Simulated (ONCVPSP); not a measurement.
Which change was made? (Be, ONCV)

Be (Z = 4), optimised norm-conserving Vanderbilt (ONCV), made with ONCVPSP 4.0.1 (LDA (Perdew-Wang 92), scalar-relativistic). Core [He], reference 2s1.5 (charge +0.5). Waves: 2s: rc 2.05 bohr, ncon 3, nbas 8, qcut 2.8 1/bohr, 2 projectors, debl 2.5 Ha; p scattering state at 0.04 Ha: rc 1.55 bohr, ncon 4, nbas 8, qcut 6.2 1/bohr, 2 projectors, debl 0.9 Ha. Local part: polynomial inside 1.30 bohr (lpopt 5, dvloc0 -1 Ha). Core correction: none.

In the p channel the program set the typed energies aside and used 0.050, 0.950 Ha.

Cutoffs, loose and tight: the cutoffs (Ha) at which the residual kinetic energy of the hardest occupied pseudo-wave falls to 1 and 0.1 mHa per electron. They do not see the model core or the augmentation charge, which bear on the density cutoff. Test errors are all-electron minus pseudo excitation energies from the reference, over the configurations 2s2; 2s1; 2s1 2p1; 2s0 2p2; variants that change the core or the reference have their own tests. The largest error is taken over the tests solved by every variant that gives reliable tests at all, those not shown here included: 2s1; 2s1 2p1; 2s2.

The base gives: outcome: generated, projector energies reset by the program; cutoff, loose: 4.1 Ha; cutoff, tight: 39 Ha; bound ghosts: none; GHOST(+) flags above zero: none; largest test error (meV): +6.5.

(1) After one change the result is: outcome: generated, projector energies reset by the program; cutoff, loose: 4.8 Ha; cutoff, tight: 6.8 Ha; bound ghosts: none; GHOST(+) flags above zero: none; largest test error (meV): +6.6. Which change was it?
A. s: qcut 3.8; p: qcut 8.4
B. p: rc 1.28; local potential polynomial inside 1.28 bohr (lpopt 5, dvloc0 -1 Ha)
C. all radii scaled by about 1.14 (s 2.34, p 1.76 bohr); local potential polynomial inside 1.48 bohr (lpopt 5, dvloc0 -1 Ha)

Answers

(1) A. The others give: p: rc 1.28; local potential polynomial inside 1.28 bohr (lpopt 5, dvloc0 -1 Ha) → outcome: generated; cutoff, loose: 4.1 Ha; cutoff, tight: 39 Ha; bound ghosts: none; GHOST(+) flags above zero: none; largest test error (meV): +6.3 | all radii scaled by about 1.14 (s 2.34, p 1.76 bohr); local potential polynomial inside 1.48 bohr (lpopt 5, dvloc0 -1 Ha) → outcome: generated, projector energies reset by the program; cutoff, loose: 3.0 Ha; cutoff, tight: 13 Ha; bound ghosts: none; GHOST(+) flags above zero: none; largest test error (meV): +7.4.
